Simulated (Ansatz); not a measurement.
`[Cl][GeH]([Cl])[Br]` + H₂Se → `[Cl][GeH]([Cl])[SeH]` + HBr at 500 K and 1 bar (ligand exchange at a Ge–Br bond).

Isolated molecules relaxed with PBE0-D4/def2-TZVP in Ansatz; ΔE leaves out vibrations. CCSD(T)/CBS adds triple-zeta CCSD(T) − MP2 to the extrapolated MP2 energy (def2 sets, frozen cores). For Br, Ge, Se outer-core shells are correlated without core-valence functions, which leaves a few kJ/mol of doubt a bond. Scalar relativity is left out up to krypton. One conformer a species, not always the lowest.

```json
{"species": "`[Cl][GeH]([Cl])[Br]`", "CCSD(T)/CBS energy (Eh)": "-5569.71077", "H − E (kJ/mol)": "67.3", "S (J/(mol·K))": "395.9"}
{"species": "H₂Se", "CCSD(T)/CBS energy (Eh)": "-2401.89790", "H − E (kJ/mol)": "53.1", "S (J/(mol·K))": "237.8"}
{"species": "`[Cl][GeH]([Cl])[SeH]`", "CCSD(T)/CBS energy (Eh)": "-5397.68334", "H − E (kJ/mol)": "91.3", "S (J/(mol·K))": "420.0"}
{"species": "HBr", "CCSD(T)/CBS energy (Eh)": "-2573.91920", "H − E (kJ/mol)": "30.5", "S (J/(mol·K))": "213.7"}
```

H − E and S are ideal-gas, rigid-rotor, harmonic terms from PBE0-D4/def2-TZVP, for one conformer and one mirror image of each species. 1 Eh = 2625.50 kJ/mol, R = 8.31446 J/(mol·K).

By hand: ΔE, ΔH, ΔS and ΔG.

ΔE = (-5397.68334) + (-2573.91920) − (-5569.71077) − (-2401.89790) = 0.00613 Eh = 16.1 kJ/mol. Δ(H − E) = 91.3 + 30.5 − 67.3 − 53.1 = 1.4, so ΔH = 17.5 kJ/mol. ΔS = 420.0 + 213.7 − 395.9 − 237.8 = 0.0 J/(mol·K). ΔG = 17.5 − 500 × (0.0)/1000 = 17.5 kJ/mol.

By hand: the equilibrium constant, and the temperature at which ΔG would vanish if ΔH and ΔS stayed fixed.

log₁₀ K = −ΔG/(RT ln 10) = -1.8. With ΔH or ΔS at zero there is no such temperature.

The number of gas molecules stays the same, so ΔS is small and ΔH decides. A doubt of 5 kJ/mol in ΔE shifts log₁₀ K by 0.5 here. Other conformers and mirror images would add mixing entropy, several J/(mol·K) or more a flexible species. These are equilibria of isolated gas molecules and say nothing of rates. Largest T1 diagnostic: 0.009 (customary marks: 0.02 for closed shells, 0.045 for open ones).

ΔS is within the doubt of such terms, so its sign, and with it that verdict, could turn.
